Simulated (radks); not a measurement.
Question: Species: the iridium ion Ir2+. Configuration: [Xe] 4f14 5d7 (the NIST ground configuration). Calculated with a radial shooting solver on a logarithmic mesh with Libxc functionals: Dirac Kohn-Sham, PBE, spin-unpolarised, spherical densities, point nucleus; open shells fill j = l - 1/2 first. Some entries of the table are withheld. Estimate them.

| orbital | occ. | eigenvalue (eV) | <r^2> (bohr^2) | <r> (bohr) |
|---|---|---|---|---|
| 1s1/2 | 2 | -76038.63 | 0.0004193 | 0.01743 |
| 2s1/2 | 2 | -13305.62 | 0.006358 | 0.07295 |
| 2p1/2 | 2 | (1) | 0.004517 | 0.06017 |
| 2p3/2 | 4 | (2) | 0.005710 | 0.06848 |
| 3s1/2 | 2 | -3125.067 | 0.04137 | 0.1899 |
| 3p1/2 | 2 | -2874.189 | 0.03783 | (3) |
| 3p3/2 | 4 | -2517.759 | 0.04431 | (4) |
| 3d3/2 | 4 | -2099.627 | 0.03413 | 0.1705 |
| 3d5/2 | 6 | -2022.620 | 0.03590 | 0.1752 |
| 4s1/2 | 2 | (5) | 0.2023 | (6) |
| 4p1/2 | 2 | -574.4927 | 0.2074 | 0.4267 |
| 4p3/2 | 4 | -490.1961 | 0.2411 | 0.4604 |
| 4d3/2 | 4 | -316.9768 | 0.2578 | 0.4719 |
| 4d5/2 | 6 | -301.3320 | 0.2701 | 0.4832 |
| 5s1/2 | 2 | -115.1454 | 1.077 | 0.9794 |
| 5p1/2 | 2 | -81.9953 | (7) | 1.066 |
| 4f5/2 | 6 | -81.0803 | 0.3462 | 0.5315 |
| 4f7/2 | 8 | -77.9616 | 0.3566 | 0.5392 |
| 5p3/2 | 4 | -68.4496 | (8) | 1.164 |
| 5d3/2 | 4 | -25.0353 | 2.985 | 1.596 |
| 5d5/2 | 3 | -23.7256 | 3.199 | 1.652 |

Answer: 
(1) 2p1/2 eigenvalue (eV): -12744.77
(2) 2p3/2 eigenvalue (eV): -11116.95
(3) 3p1/2 <r> (bohr): 0.1801
(4) 3p3/2 <r> (bohr): 0.1954
(5) 4s1/2 eigenvalue (eV): -680.2938
(6) 4s1/2 <r> (bohr): 0.4232
(7) 5p1/2 <r^2> (bohr^2): 1.284
(8) 5p3/2 <r^2> (bohr^2): 1.534
